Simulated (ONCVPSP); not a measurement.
# An all-electron radial function and its pseudo partner (V (Z = 23))

Columns: radius, all-electron u(r) and pseudo u(r) of the 3d shell (level -5.38 eV) of vanadium in the configuration [Ne] 3s2 3p6 3d3 4s2; LDA (Perdew-Wang 92), scalar-relativistic, ONCV scheme, ONCVPSP 4.0.1.

```
r (bohr)  all-electron  pseudo
   0.095        0.0353  0.0036
   0.190        0.1580  0.0271
   0.285        0.3192  0.0849
   0.380        0.4747  0.1824
   0.475        0.6031  0.3145
   0.570        0.6981  0.4675
   0.665        0.7611  0.6220
   0.760        0.7967  0.7575
   0.855        0.8109  0.8580
   0.950        0.8089  0.9146
   1.045        0.7954  0.9277
   1.140        0.7740  0.9044
   1.235        0.7474  0.8560
   1.330        0.7176  0.7946
   1.425        0.6860  0.7313
   1.520        0.6536  0.6743
   1.615        0.6212  0.6276
   1.710        0.5892  0.5902
   1.805        0.5581  0.5581
   1.900        0.5281  0.5281
   1.995        0.4993  0.4992
   2.090        0.4717  0.4717
   2.185        0.4455  0.4455
   2.280        0.4206  0.4206
   2.375        0.3970  0.3970
   2.470        0.3746  0.3746
```

Task: How many radial nodes do the two functions have?

Result: The all-electron 3d function has n − l − 1 = 0; the pseudo-wave has 0.

Task: At about which radius was the pseudo-wave matched?

Result: 1.85 bohr, where the columns begin to agree (steps of 0.10 bohr).

Task: Where does each function peak?

Result: Outermost all-electron maximum near 0.85 bohr, pseudo maximum near 1.04 bohr (to the table’s step).

Task: Is the pseudo-wave norm-conserving?

Result: Yes: the ONCV scheme keeps the norm inside the radius equal to the all-electron one, which fixes the energy derivative of the logarithmic derivative at the level.
